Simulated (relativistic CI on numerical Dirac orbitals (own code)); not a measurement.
## Ba⁴⁰⁺: q coefficients and field-shift factors

Calculated at this level of theory: Dirac-Coulomb-Breit CI, separate exchange-only KLI orbitals for each configuration, derivatives by finite differences, unscaled Slater integrals, QED left out (own radial code, finite nucleus).

Configuration list (outside the closed core [Ne]): 3s2.3p4, 3s.3p5, 3s2.3p3.3d, 3p6, 3s.3p4.3d, 3p5.3d, 3p4.3d2, 3p3.3d3. Double excitations out of closed p, d and f shells are left out; levels of such configurations are missing from the list, as are those of other unlisted configurations, and high levels can miss mixing partners.

With x = (α/α₀)² − 1 an excitation energy changes as ω = ω₀ + qx; K = 2q/ω₀ is the relative enhancement. Terms are leading LS components, so labels can repeat. The field-shift factor is F = δν/δ⟨r²⟩ for the transition from the lowest level.

Lowest level 3s2.3p4 3P_2.

```tsv
Level	ω₀ (cm⁻¹)	q (cm⁻¹)	K	F (GHz/fm²)
3s2.3p4 1S_0	122383	11020	0.18	-1.88
3s2.3p4 3P_1	728370	838400	2.3	-35.4
3s2.3p4 1D_2	789406	834600	2.11	-35.4
3s2.3p3.3d 3F°_2	1322158	53720	0.0813	-3.32
3s2.3p3.3d 5D°_1	1356280	90310	0.133	-36.7
3s2.3p3.3d 3F°_3	1367030	62430	0.0913	8.06
3s2.3p3.3d 3P°_0	1369230	61460	0.0898	7.08
3s2.3p3.3d 3P°_2	1503061	383600	0.51	-229
3s2.3p3.3d 3F°_4	1516708	223100	0.294	9.45
3s2.3p4 3P_0	1567768	1.67e+06	2.13	-80.5
3s2.3p3.3d 3D°_3	1666343	250600	0.301	7.31
3s2.3p3.3d 3P°_1	1705802	338000	0.396	-101
3s.3p5 3P°_2	1764579	809100	0.917	-708
3s.3p5 3P°_1	1863106	851700	0.914	-633
3s2.3p3.3d 3F°_2	2010702	865300	0.861	-23.5
3s2.3p3.3d 5D°_0	2015820	879800	0.873	-50.9
3s2.3p3.3d 3D°_1	2022647	876100	0.866	-105
3s2.3p3.3d 3F°_3	2052978	875000	0.852	-21.8
3s2.3p3.3d 3G°_4	2110764	868700	0.823	-21.8
3s2.3p3.3d 3F°_2	2172656	880900	0.811	-38.8
3s2.3p3.3d 3D°_3	2177174	1.039e+06	0.954	-20.6
3s2.3p3.3d 5D°_4	2188532	1.026e+06	0.938	-20
3s2.3p3.3d 3D°_1	2236678	1.131e+06	1.01	-167
```

At this charge energies of transitions that change n are usually good to better than 1 %, and those within a shell (Δn = 0) to a few per cent.
